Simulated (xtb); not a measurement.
C$_{2}$HF$_{3}$O$_{2}$, triplet, from a rough starting geometry (a higher spin typed on purpose: for a closed-shell molecule this is an excited state); GFN2-xTB (xtb).

The xtb input:
```
$ xtb mol.xyz --gfn 2 --uhf 2 --opt vtight --json

# file mol.xyz
8

O      1.29818351    -0.76611288     0.37982982
C      0.55761044     0.28937288    -0.06611427
O      1.10199439     1.35559941    -0.34668201
C     -0.87968468     0.03375855    -0.12102253
F     -1.42022508    -0.31513828     1.15197514
F     -1.58643664     1.09941085    -0.44417584
F     -1.23830430    -1.00926268    -0.87201318
H      2.19656535    -0.64105513     0.33216030
```

Output, abridged:

```
   ID    Z sym.   atoms
    1    8 O      1, 3
    2    6 C      2, 4
    3    9 F      5-7
    4    1 H      8

           -------------------------------------------------
          |                Calculation Setup                |
           -------------------------------------------------

           -------------------------------------------------
          |                 G F N 2 - x T B                 |
           -------------------------------------------------

          ...................................................
          :                      SETUP                      :
          :.................................................:
          :  # basis functions                  29          :
          :  # atomic orbitals                  29          :
          :  # shells                           15          :
          :  # electrons                        42          :
          :  max. iterations                   250          :
          :  Hamiltonian                  GFN2-xTB          :
          :  restarted?                      false          :
          :  GBSA solvation                  false          :
          :  PC potential                    false          :
          :  electronic temp.          300.0000000     K    :
          :  accuracy                    1.0000000          :
          :  -> integral cutoff          0.2500000E+02      :
          :  -> integral neglect         0.1000000E-07      :
          :  -> SCF convergence          0.1000000E-05 Eh   :
          :  -> wf. convergence          0.1000000E-03 e    :
          :  Broyden damping             0.4000000          :
          :  net charge                          0          :
          :  unpaired electrons                  2          :
          ...................................................

 iter      E             dE          RMSdq      gap      omega  full diag
   1    -26.9963856 -0.269964E+02  0.501E+00    7.39       0.0  T
   2    -27.0377989 -0.414133E-01  0.291E+00    6.01       1.0  T
   3    -27.0363142  0.148468E-02  0.161E+00    6.74       1.0  T
   4    -27.0416004 -0.528615E-02  0.731E-01    6.24       1.0  T
   5    -27.0448963 -0.329597E-02  0.147E-01    6.37       1.0  T
   6    -27.0449893 -0.929250E-04  0.600E-02    6.42       1.0  T
   7    -27.0449987 -0.944588E-05  0.230E-02    6.41       1.5  T
   8    -27.0449994 -0.726464E-06  0.488E-03    6.41       7.2  T
[...]
 * total energy  :   -26.9480684 Eh     change       -0.6245663E-04 Eh
 * total energy  :   -26.9481189 Eh     change       -0.5050064E-04 Eh
 * total energy  :   -26.9481402 Eh     change       -0.2126174E-04 Eh
 * total energy  :   -26.9481470 Eh     change       -0.6836332E-05 Eh
 * total energy  :   -26.9481495 Eh     change       -0.2479727E-05 Eh
 * total energy  :   -26.9481516 Eh     change       -0.2160473E-05 Eh
 * total energy  :   -26.9481541 Eh     change       -0.2438706E-05 Eh
 * total energy  :   -26.9481549 Eh     change       -0.7938887E-06 Eh
 * total energy  :   -26.9481553 Eh     change       -0.4431090E-06 Eh
 * total energy  :   -26.9481556 Eh     change       -0.2733011E-06 Eh
 * total energy  :   -26.9481557 Eh     change       -0.1468666E-06 Eh
 * total energy  :   -26.9481558 Eh     change       -0.3047865E-07 Eh
   *** GEOMETRY OPTIMIZATION CONVERGED AFTER 42 ITERATIONS ***
         :: total energy             -26.948155756386 Eh    ::
[...]
     2   6 C        2.661     0.213    23.495     7.931
     3   8 O        0.857    -0.294    19.667     5.946
     4   6 C        3.305     0.499    17.517     6.691
     5   9 F        0.789    -0.148    10.714     3.866
     6   9 F        0.790    -0.130    10.540     3.835
     7   9 F        0.791    -0.133    10.563     3.839
     8   1 H        0.803     0.338     0.617     1.234

 Mol. C6AA /au·bohr⁶  :        800.428581
 Mol. C8AA /au·bohr⁸  :      17105.580534
 Mol. α(0) /au        :         39.350217

Wiberg/Mayer (AO) data.
largest (>0.10) Wiberg bond orders for each atom

 ---------------------------------------------------------------------------
     #   Z sym  total        # sym  WBO       # sym  WBO       # sym  WBO
 ---------------------------------------------------------------------------
     1   8 O    2.159 --     2 C    1.087     8 H    0.843     3 O    0.161
     2   6 C    3.395 --     3 O    1.583     1 O    1.087     4 C    0.644
     3   8 O    1.996 --     2 C    1.583     1 O    0.161     4 C    0.105
     4   6 C    3.790 --     6 F    1.014     7 F    1.003     5 F    0.988
                             2 C    0.644     3 O    0.105
     5   9 F    1.166 --     4 C    0.988
     6   9 F    1.189 --     4 C    1.014
     7   9 F    1.185 --     4 C    1.003
     8   1 H    0.884 --     1 O    0.843
 ---------------------------------------------------------------------------

Topologies differ in total number of bonds
Writing topology from bond orders to xtbtopo.mol

molecular dipole:
                 x           y           z       tot (Debye)
 q only:        0.186      -0.599       0.281
   full:        0.261      -0.635       0.539       2.217
molecular quadrupole (traceless):
                xx          xy          yy          xz          yz          zz
 q only:        1.653      -2.479      -3.102       2.472      -1.465       1.449
  q+dip:        3.227      -2.057      -5.045       3.142      -1.887       1.818
   full:        3.296      -2.264      -5.097       3.326      -1.928       1.801

optimized geometry written to: xtbopt.xyz

           -------------------------------------------------
          | TOTAL ENERGY              -26.948155756386 Eh   |
          | GRADIENT NORM               0.000029215456 Eh/α |
          | HOMO-LUMO GAP               7.697865094971 eV   |
           -------------------------------------------------

normal termination of xtb
```
